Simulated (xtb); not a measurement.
H₉Si₄, doublet, from a rough starting geometry; GFN2-xTB in xtb.

Here is a job for xtb.
```
$ xtb mol.xyz --gfn 2 --uhf 1 --opt vtight --json

# file mol.xyz
13

Si     2.29984766     1.41799099    -0.16753706
Si     1.27298606    -0.60116469    -0.53096225
Si    -0.64619829    -1.28239193     0.48465984
Si    -2.54264376    -0.07380323    -0.15075141
H      3.69055218     1.47610215    -0.69526586
H      2.40840179     1.92536969     1.24268261
H      1.62877204     2.45705917    -0.88786049
H      2.31912917    -1.67619634    -0.56154546
H     -0.87670611    -2.72531415     0.12603080
H     -0.64821453    -1.28881693     2.05483058
H     -3.73851157    -0.40316487     0.70364756
H     -2.31279175     1.36269801    -0.08114376
H     -2.96790898    -0.43292216    -1.50781071
```

### Question
What does xtb print? Leave out banner, timings and long lists.

### Answer

```
   ID    Z sym.   atoms
    1   14 Si     1-4
    2    1 H      5-13

           -------------------------------------------------
          |                Calculation Setup                |
           -------------------------------------------------

           -------------------------------------------------
          |                 G F N 2 - x T B                 |
           -------------------------------------------------

          ...................................................
          :                      SETUP                      :
          :.................................................:
          :  # basis functions                  49          :
          :  # atomic orbitals                  45          :
          :  # shells                           21          :
          :  # electrons                        25          :
          :  max. iterations                   250          :
          :  Hamiltonian                  GFN2-xTB          :
          :  restarted?                      false          :
          :  GBSA solvation                  false          :
          :  PC potential                    false          :
          :  electronic temp.          300.0000000     K    :
          :  accuracy                    1.0000000          :
          :  -> integral cutoff          0.2500000E+02      :
          :  -> integral neglect         0.1000000E-07      :
          :  -> SCF convergence          0.1000000E-05 Eh   :
          :  -> wf. convergence          0.1000000E-03 e    :
          :  Broyden damping             0.4000000          :
          :  net charge                          0          :
          :  unpaired electrons                  1          :
          ...................................................

 iter      E             dE          RMSdq      gap      omega  full diag
   1    -11.3712302 -0.113712E+02  0.568E+00    2.49       0.0  T
   2    -11.5006954 -0.129465E+00  0.341E+00    2.01       1.0  T
   3    -11.5030541 -0.235863E-02  0.214E+00    2.27       1.0  T
   4    -11.5046793 -0.162524E-02  0.114E+00    2.07       1.0  T
   5    -11.5063130 -0.163367E-02  0.346E-01    2.14       1.0  T
   6    -11.5063778 -0.648458E-04  0.202E-01    2.13       1.0  T
   7    -11.5064002 -0.223707E-04  0.954E-02    2.13       1.0  T
   8    -11.5064237 -0.235036E-04  0.495E-02    2.13       1.0  T
   9    -11.5064246 -0.876185E-06  0.278E-02    2.13       1.0  T
  10    -11.5064253 -0.718409E-06  0.147E-02    2.13       1.9  T
  11    -11.5064254 -0.148463E-06  0.683E-03    2.13       4.1  T
  12    -11.5064255 -0.572929E-07  0.360E-03    2.13       7.7  T
  13    -11.5064255 -0.230352E-07  0.123E-03    2.13      22.6  T
  14    -11.5064255 -0.137146E-08  0.449E-04    2.13      61.8  T
  15    -11.5064255  0.861586E-10  0.337E-04    2.13      82.4  T

   *** convergence criteria satisfied after 15 iterations ***

         :::::::::::::::::::::::::::::::::::::::::::::::::::::
         ::                     SUMMARY                     ::
         :::::::::::::::::::::::::::::::::::::::::::::::::::::
         :: total energy             -11.414281035640 Eh    ::
         :: gradient norm              0.046524985687 Eh/a0 ::
         :: HOMO-LUMO gap              2.133620209160 eV    ::
         ::.................................................::
         :: SCC energy               -11.506401785277 Eh    ::
         :: -> isotropic ES            0.024590310020 Eh    ::
         :: -> anisotropic ES         -0.000144326532 Eh    ::
         :: -> anisotropic XC          0.007337158322 Eh    ::
         :: -> dispersion             -0.010851253766 Eh    ::
         :: repulsion energy           0.092120749637 Eh    ::
         :: add. restraining           0.000000000000 Eh    ::
         :: total charge              -0.000000000000 e     ::
         :::::::::::::::::::::::::::::::::::::::::::::::::::::

      -----------------------------------------------------------
     |                   =====================                   |
     |                        A N C O P T                        |
     |                   =====================                   |
     |               Approximate Normal Coordinate               |
     |                Rational Function Optimizer                |
      -----------------------------------------------------------
      -----------------------------------------------------------
     |                   =====================                   |
     |                        A N C O P T                        |
     |                   =====================                   |
     |               Approximate Normal Coordinate               |
     |                Rational Function Optimizer                |
      -----------------------------------------------------------

          ...................................................
          :                      SETUP                      :
          :.................................................:
          :   optimization level         verytight          :
          :   max. optcycles                   260          :
          :   ANC micro-cycles                  20          :
          :   degrees of freedom                33          :
          :.................................................:
          :   RF solver                   davidson          :
          :   write xtbopt.log                true          :
          :   linear?                        false          :
          :   energy convergence         0.1000000E-06 Eh   :
          :   grad. convergence          0.2000000E-03 Eh/α :
          :   maxmium RF displ.          1.0000000          :
          :   Hlow (freq-cutoff)         0.1000000E-01      :
          :   Hmax (freq-cutoff)         5.0000000          :
          :   S6 in model hess.         20.0000000          :
          ...................................................

[...]
 * total energy  :   -11.4199053 Eh     change       -0.2447296E-05 Eh
 * total energy  :   -11.4199060 Eh     change       -0.7090352E-06 Eh
 * total energy  :   -11.4199086 Eh     change       -0.2603967E-05 Eh
 * total energy  :   -11.4199098 Eh     change       -0.1240603E-05 Eh
 * total energy  :   -11.4199106 Eh     change       -0.7642562E-06 Eh
 * total energy  :   -11.4199113 Eh     change       -0.6899960E-06 Eh
 * total energy  :   -11.4199117 Eh     change       -0.4358208E-06 Eh
 * total energy  :   -11.4199123 Eh     change       -0.5197854E-06 Eh
 * total energy  :   -11.4199126 Eh     change       -0.3150728E-06 Eh
 * total energy  :   -11.4199128 Eh     change       -0.1993454E-06 Eh
 * total energy  :   -11.4199129 Eh     change       -0.1105251E-06 Eh
 * total energy  :   -11.4199130 Eh     change       -0.8441221E-07 Eh
   *** GEOMETRY OPTIMIZATION CONVERGED AFTER 85 ITERATIONS ***
         :: total energy             -11.419912962323 Eh    ::
[...]
         :: SCC energy               -11.521552851915 Eh    ::
         :: -> isotropic ES            0.024146535525 Eh    ::
         :: -> anisotropic ES         -0.000176008744 Eh    ::
         :: -> anisotropic XC          0.006778995285 Eh    ::
         :: -> dispersion             -0.010983254442 Eh    ::
         :: repulsion energy           0.101639889592 Eh    ::
         :: add. restraining           0.000000000000 Eh    ::
         :: total charge              -0.000000000000 e     ::
         :::::::::::::::::::::::::::::::::::::::::::::::::::::

           -------------------------------------------------
          |                Property Printout                |
           -------------------------------------------------

    * Orbital Energies and Occupations

         #    Occupation            Energy/Eh            Energy/eV
      -------------------------------------------------------------
         1        2.0000           -0.7686932             -20.9172
         2        2.0000           -0.7186230             -19.5547
         3        2.0000           -0.6501111             -17.6904
         4        2.0000           -0.5770355             -15.7019
         5        2.0000           -0.4275023             -11.6329
         6        2.0000           -0.4251822             -11.5698
         7        2.0000           -0.4217400             -11.4761
         8        2.0000           -0.4205376             -11.4434
         9        2.0000           -0.4194340             -11.4134
        10        2.0000           -0.3988031             -10.8520
        11        2.0000           -0.3696178             -10.0578
        12        2.0000           -0.3512486              -9.5580
        13        1.0000           -0.2862594              -7.7895 (HOMO)
        14                         -0.2086562              -5.6778 (LUMO)
        15                         -0.2037666              -5.5448
        16                         -0.1987858              -5.4092
        17                         -0.1834249              -4.9912
        18                         -0.1773840              -4.8269
        19                         -0.1736315              -4.7248
        20                         -0.1583565              -4.3091
        21                         -0.1473932              -4.0108
        22                         -0.1409826              -3.8363
        23                         -0.1211913              -3.2978
        24                         -0.1109821              -3.0200
       ...                                ...                  ...
        45                          1.1134899              30.2996
      -------------------------------------------------------------
                  HL-Gap            0.0776032 Eh            2.1117 eV
             Fermi-level           -0.2831059 Eh           -7.7037 eV

     #   Z          covCN         q      C6AA      α(0)
     1  14 Si       3.699     0.350   100.963    19.244
     2  14 Si       2.806     0.208   187.599    30.067
     3  14 Si       3.716     0.276   102.785    19.412
     4  14 Si       3.698     0.358   100.755    19.225
     5   1 H        0.917    -0.126     6.577     4.011
     6   1 H        0.916    -0.122     6.421     3.963
     7   1 H        0.917    -0.151     7.746     4.353
     8   1 H        0.913    -0.115     6.143     3.877
     9   1 H        0.914    -0.135     6.970     4.129
    10   1 H        0.914    -0.133     6.890     4.106
    11   1 H        0.918    -0.121     6.367     3.947
    12   1 H        0.918    -0.146     7.481     4.278
    13   1 H        0.918    -0.142     7.279     4.220

 Mol. C6AA /au·bohr⁶  :       4496.164776
 Mol. C8AA /au·bohr⁸  :     203654.271052
 Mol. α(0) /au        :        124.830815

Wiberg/Mayer (AO) data.
largest (>0.10) Wiberg bond orders for each atom

 ---------------------------------------------------------------------------
     #   Z sym  total        # sym  WBO       # sym  WBO       # sym  WBO
 ---------------------------------------------------------------------------
     1  14 Si   3.802 --     2 Si   0.987     5 H    0.893     7 H    0.892
                             6 H    0.891
     2  14 Si   3.087 --     3 Si   0.991     1 Si   0.987     8 H    0.893
     3  14 Si   3.811 --     2 Si   0.991     9 H    0.886    10 H    0.885
                             4 Si   0.841
     4  14 Si   3.666 --    11 H    0.903    13 H    0.902    12 H    0.900
                             3 Si   0.841
     5   1 H    0.983 --     1 Si   0.893
     6   1 H    0.985 --     1 Si   0.891
     7   1 H    0.977 --     1 Si   0.892
     8   1 H    0.986 --     2 Si   0.893
     9   1 H    0.981 --     3 Si   0.886
    10   1 H    0.982 --     3 Si   0.885
    11   1 H    0.985 --     4 Si   0.903
    12   1 H    0.979 --     4 Si   0.900
    13   1 H    0.980 --     4 Si   0.902
 ---------------------------------------------------------------------------

Topologies differ in total number of bonds
Writing topology from bond orders to xtbtopo.mol

molecular dipole:
                 x           y           z       tot (Debye)
 q only:        0.317      -0.399      -0.160
   full:        0.068      -0.128       0.096       0.442
molecular quadrupole (traceless):
                xx          xy          yy          xz          yz          zz
 q only:       -2.239      -1.675      -2.062      -0.745       1.497       4.301
  q+dip:       -0.921       0.349      -2.471       0.125       0.914       3.391
   full:       -1.684      -0.784      -2.499       0.434       0.810       4.184

optimized geometry written to: xtbopt.xyz

           -------------------------------------------------
          | TOTAL ENERGY              -11.419912962323 Eh   |
          | GRADIENT NORM               0.000362320433 Eh/α |
          | HOMO-LUMO GAP               2.111689866354 eV   |
           -------------------------------------------------
```
